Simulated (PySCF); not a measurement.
C4H4B2Cl2.
InChI=1S/C4H4B2Cl2/c1-2-3-4(5)6(7)8/h1,5H2

All values: wB97X-D/def2-SVPD (PySCF, non-relativistic), on one gas-phase PBE0-D3(BJ)/def2-SVP geometry that isn't relaxed in the solvent. The solvent is an IEF-PCM continuum (cavity from Bondi-type radii × 1.2), and excitations are vertical TDDFT with non-equilibrium linear response and a frozen core. The model holds no explicit solvent molecules, cavitation or dispersion.

Gas-phase singlets (H = HOMO, L = LUMO):

| state | E (eV) | λ (nm) | f | leading configurations |
| --- | --- | --- | --- | --- |
| S1 | 2.733 | 454 | 0.000 | H→L 97% |
| S2 | 4.468 | 277 | 0.544 | H-1→L 95% |
| S3 | 4.828 | 257 | 0.000 | H-2→L 72%, H-3→L 17% |
| S4 | 5.305 | 234 | 0.000 | H-3→L 30%, H-5→L 28%, H-2→L 14% |
| S5 | 5.534 | 224 | 0.000 | H-5→L 43%, H-3→L 33% |

Problem. Give the list for chloroform (ε = 4.711), n² = 2.09.

Solution. 
```csv
state,E (eV),λ (nm),f,leading configurations,change by rank (eV)
S1,2.745,452,0.000,H→L 97%,+0.012
S2,4.267,291,0.713,H-1→L 97%,-0.201
S3,4.994,248,0.000,"H-2→L 71%, H-3→L 18%",+0.166
S4,5.437,228,0.000,"H→L+1 35%, H-3→L 20%, H-5→L 19%",+0.132
S5,5.615,221,0.001,"H→L+1 52%, H-5→L 19%, H-2→L+1 14%",+0.081
```

Problem. What are the lowest 5 singlets in water (ε = 78.36)?

Solution. 
| state | E (eV) | λ (nm) | f | leading configurations | change by rank (eV) |
| --- | --- | --- | --- | --- | --- |
| S1 | 2.756 | 450 | 0.000 | H→L 98% | +0.023 |
| S2 | 4.303 | 288 | 0.676 | H-1→L 96% | -0.165 |
| S3 | 5.063 | 245 | 0.000 | H-2→L 71%, H-3→L 18% | +0.235 |
| S4 | 5.462 | 227 | 0.000 | H→L+1 60%, H-3→L 12%, H-5→L 10% | +0.157 |
| S5 | 5.634 | 220 | 0.000 | H→L+1 28%, H-5→L 26%, H-2→L+1 21% | +0.100 |

Problem. How do the frontier levels move from gas to water?

Solution. 
```tsv
orbital	gas (eV)	solvent (eV)	change (eV)
LUMO+2	1.55	1.52	-0.03
LUMO+1	0.37	0.35	-0.02
LUMO	-1.79	-1.63	+0.16
HOMO	-9.64	-9.51	+0.13
HOMO-1	-9.73	-9.58	+0.15
HOMO-2	-10.72	-10.86	-0.14
HOMO-3	-11.27	-11.38	-0.11
```

The HOMO–LUMO gap goes from 7.84 to 7.88 eV.

Cost: about 50 s of CPU time on one thread; the machine was shared, so the figure is rough. This is the whole response run at wB97X-D/def2-SVPD in water, SCF included.

Conformer computed: `[BH2:1][C:2](=[C:3]=[C:4]=[CH2:5])[B:6]([Cl:7])[Cl:8]`: B1–C2–B6–Cl7 1°.
